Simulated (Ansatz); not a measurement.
Reaction (redistribution): `BBC[SiH3]` + `C/N=[CH]\[GeH3]` → `[SiH3]/N=[CH]\[GeH3]` + `BBCC`

Gas-phase electronic energies from Ansatz, PBE0-D4/def2-TZVP geometries. CBS: MP2 limit from def2 TZ/QZ plus the TZ coupled-cluster correction, frozen cores. Double bonds are as drawn, so ΔE can hold a change between cis and trans. Functionals use def2-TZVPP. B3LYP here is the variant with VWN-RPA as its local correlation; programs differ in this. For Ge outer-core shells are correlated without core-valence functions, which leaves a few kJ/mol of doubt a bond. Scalar relativity is left out up to krypton. Each species was taken in one conformer, which may not be the lowest.

Task: Is it downhill or uphill in electronic energy at CCSD(T)/CBS, and by how much? (An estimate is asked.)

Result: Computed: Downhill: ΔE = -5.7 kcal/mol.

Task: What do these levels give: PBE0-D4, B3LYP-D4, B2PLYP, HF/def2-QZVPP, MP2/def2-QZVPP, HF/CBS(def2)? (An estimate is asked.)

Result: The calculation gave: PBE0-D4 -4.7, B3LYP-D4 -6.6, B2PLYP -6.4, HF/def2-QZVPP -9.2, MP2/def2-QZVPP -5.9, HF/CBS(def2) -9.2 kcal/mol.

Largest T1 diagnostic among the species: 0.013.

In def2-TZVPP, CCSD(T) changes the Hartree–Fock value by +3.7 kcal/mol (the triples alone add +0.6 kcal/mol) and MP2 by +3.4 kcal/mol.
